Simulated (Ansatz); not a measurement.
Ansatz (a program for electronic structure) input:

Ansatz 0.2 input:
```yaml
crystal:
  periodic: [false, false, false]
  atoms:
    - {symbol: Ta, position_ang: [0.08955340, 0.18704663, 0.08979247]}
    - {symbol: H, position_ang: [-0.30400729, -1.10295650, 1.47819167]}
    - {symbol: H, position_ang: [-1.01254080, 1.56094519, 0.64392773]}
    - {symbol: H, position_ang: [-0.58901928, -1.54584492, -0.72817896]}
    - {symbol: H, position_ang: [-0.08722604, 0.39249162, -1.81968226]}
    - {symbol: H, position_ang: [1.89373050, 0.46490676, 0.33814463]}
basis:
  gaussian:
    orbitals: def2-TZVP
hamiltonian:
  xc: b3lyp
  dispersion: d3bj
total_charge: 1
magnetization: {spin_polarized: true, initial_magnetization: 1}
relax: {f_tol: 0.002, max_steps: 150}
```

Task: What final total energy does it print?

Result: -59.62519 Eh (B3LYP-D3(BJ)/def2-TZVP). The basis has 70 functions.

The spin state was set by rule; other spins were not relaxed.
